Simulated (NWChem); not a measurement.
Species: CHCl₂F; SMILES FC(Cl)Cl

```xyz
5

F      1.5833    -0.1658     0.0000
C      0.3765     0.3995     0.0000
Cl    -0.4995    -0.0705     1.4600
Cl    -0.4995    -0.0705    -1.4600
H      0.4752     1.4932     0.0000
```
Atoms are numbered in this order, from 1.

Computed with NWChem. Medium grid unless said otherwise, to which SCAN and Minnesota functionals are sensitive. Coordinates come from a PBE0/def2-SVP optimisation.

For level PBE0/def2-TZVPD:

| Quantity | Value |
|---|---|
| highest occupied level (eV) | -9.19 |
| orbital gap (eV) | 8.53 |

Q: Estimate the same quantities for level M06-2X/def2-TZVPD.

A: highest occupied level (eV): -10.55
orbital gap (eV): 10.68
